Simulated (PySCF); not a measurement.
**Cr²⁺ (chromium, charge +2) across methods**

[Ar] 3d3 4p1, one real determinant (an excited configuration). All numbers are calculated (PySCF 2.14, scalar relativity by spin-free X2C-1e, in aug-cc-pVTZ-DK).

```
method  E (hartree)  mean ε 3p β (eV)  mean ε 3d α (eV)  mean ε 4p α (eV)  Σ⟨r²⟩ (bohr²)   ⟨S²⟩
 M06-L    -1049.422           -72.743           -31.344           -16.420          23.44  6.001
  TPSS    -1049.510           -72.085           -31.202           -16.547          23.46  6.001
   UHF  -1048.47637           -82.256           -40.742           -18.688          24.03  6.002
  BP86    -1049.615           -71.944           -31.183           -16.704          23.39  6.000
r2SCAN    -1049.451           -72.670           -31.809           -16.642          23.45  6.001
  PBE0    -1049.274           -74.783           -33.696           -17.241          23.51  6.001
   PBE    -1049.236           -71.788           -31.117           -16.610          23.45  6.000
M06-2X    -1049.477           -77.761           -35.919           -17.897          23.50  6.001
   LDA    -1047.118           -71.869           -31.158           -16.643          23.38  6.000
```

⟨L²⟩ = 14.02 against 20 for a pure G term, so this real determinant mixes terms.
